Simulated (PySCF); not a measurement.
O2Si. Atoms are numbered in the order given.

```xyz
3

O      0.0000     0.0000     1.5050
Si     0.0000     0.0000     0.0000
O      0.0000     0.0000    -1.5050
```

Geometry optimised at ωB97X-D3(BJ)/def2-TZVP.

These are B3LYP/def2-TZVPD (PySCF) values and carry that method's errors.

Isolated molecule, no solvent.

Computed frontier levels, gap, dipole moment and polarisability:
The highest occupied level is -9.75 eV. The lowest empty level is -3.88 eV and the orbital gap is 5.87 eV. The dipole moment is 0.00 D, the quadrupole, principal values (traceless, Buckingham form, about the centre of nuclear charge) is -12.27, 6.14, 6.14 D·Å and the mean static polarisability comes out as 29.8 bohr³ (4.42 Å³). The polarisability, principal values is 25.1, 25.1, 39.2 bohr³.
